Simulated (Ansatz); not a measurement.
Consider the ligand exchange at a B–F bond: `NCBF` + HBr → `NCBBr` + H–F.

Program: Ansatz. Geometries: PBE0-D4/def2-TZVP. ΔE: electronic, gas phase. CBS: MP2 limit from def2 TZ/QZ plus the TZ coupled-cluster correction, frozen cores. This one scheme is used for every species. DFT in def2-TZVPP. For Br outer-core shells are correlated without core-valence functions, which leaves a few kJ/mol of doubt a bond. Scalar relativity is left out up to krypton. One conformer a species, not always the lowest.

Q: Is it downhill or uphill in electronic energy at CCSD(T)/CBS, and by how much? (Best estimate.)

A: Computed: Uphill: ΔE = +0.49 eV.

Q: What do these levels give: PBE-D4, PBE0-D4, ωB97M-V, B2PLYP, r2SCAN, PBE0, MP2/def2-TZVPP, SCS-MP2/def2-TZVPP, SCS-MP2/def2-QZVPP, HF/CBS(def2), MP2/CBS(def2), CCSD/CBS(def2)? (Best estimate.)

A: Ansatz gave: PBE-D4 0.51, PBE0-D4 0.52, ωB97M-V 0.61, B2PLYP 0.63, r2SCAN 0.60, PBE0 0.56, MP2/def2-TZVPP 0.47, SCS-MP2/def2-TZVPP 0.55, SCS-MP2/def2-QZVPP 0.53, HF/CBS(def2) 0.79, MP2/CBS(def2) 0.41, CCSD/CBS(def2) 0.53 eV.

Largest T1 diagnostic among the species: 0.011.

In def2-TZVPP, CCSD(T) changes the Hartree–Fock value by −0.23 eV (the triples alone add −0.04 eV) and MP2 by −0.32 eV. The D4 term adds −0.07 eV with B3LYP and −0.04 eV with PBE0; it sums over pairs of atoms, weighted by their polarisabilities, and B3LYP, whose exchange is more repulsive, gets the larger term.

B3LYP here is the variant with VWN-RPA as its local correlation; programs differ in this.
